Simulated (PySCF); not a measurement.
FH₄N₂NbS, SMILES [Nb]([F])([NH2])([NH2])=[S], multiplicity 1.

Geometry optimised at r2SCAN-D4/def2-SVP. The spin state was assumed, not searched. The structure was generated by enumeration; whether it is a known compound was not checked. The def2 effective core potentials stand for the cores of Nb; spin–orbit coupling is left out. One conformer was computed; it need not be the lowest.

These are PBE/def2-TZVP (PySCF) values and carry that method's errors.

Symmetry labels are those of the subgroup Cs that the program uses (full group Cs).

Computed valence orbital energies around the gap with their symmetry:
| orbital | symmetry | energy (eV) |
|---|---|---|
| HOMO−7 | A' | -10.16 |
| HOMO−6 | A' | -9.77 |
| HOMO−5 | A" | -9.56 |
| HOMO−4 | A' | -7.31 |
| HOMO−3 | A' | -7.19 |
| HOMO−2 | A" | -6.69 |
| HOMO−1 | A" | -6.42 |
| HOMO | A' | -6.37 |
| LUMO | A" | -2.57 |
| LUMO+1 | A' | -2.35 |
| LUMO+2 | A' | -1.55 |
| LUMO+3 | A" | -0.95 |
